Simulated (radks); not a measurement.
Results of a calculation; reference values are marked as such.
Rb+, configuration [Kr]. Code: a radial shooting solver on a logarithmic mesh with Libxc functionals. Model: scalar-relativistic Kohn-Sham, PBE, spin-polarised, spherical densities, point nucleus.

Unscreened Slater integrals over Kohn-Sham orbitals (hartree). They are taken over the spin-up orbitals.

integral,value
"F0(4p,4p)",0.52698
"F2(4p,4p)",0.27466
"F0(4p,4s)",0.56746
"G1(4p,4s)",0.37712
"F0(4p,3d)",0.68948
"F2(4p,3d)",0.14265
"G1(4p,3d)",0.046152
"G3(4p,3d)",0.043161
"F0(4p,3p)",0.69015
"F2(4p,3p)",0.13998
"G0(4p,3p)",0.034224
"G2(4p,3p)",0.039968
"F0(4s,4s)",0.61985
"F0(4s,3d)",0.79280
"G2(4s,3d)",0.065035
"F0(4s,3p)",0.79386
"G1(4s,3p)",0.055178
"F0(3d,3d)",1.7424
"F2(3d,3d)",0.84198
"F4(3d,3d)",0.53137
"F0(3d,3p)",1.7312
"F2(3d,3p)",0.83373
"G1(3d,3p)",0.99815
"G3(3d,3p)",0.62361
"F0(3p,3p)",1.7391
"F2(3p,3p)",0.87345
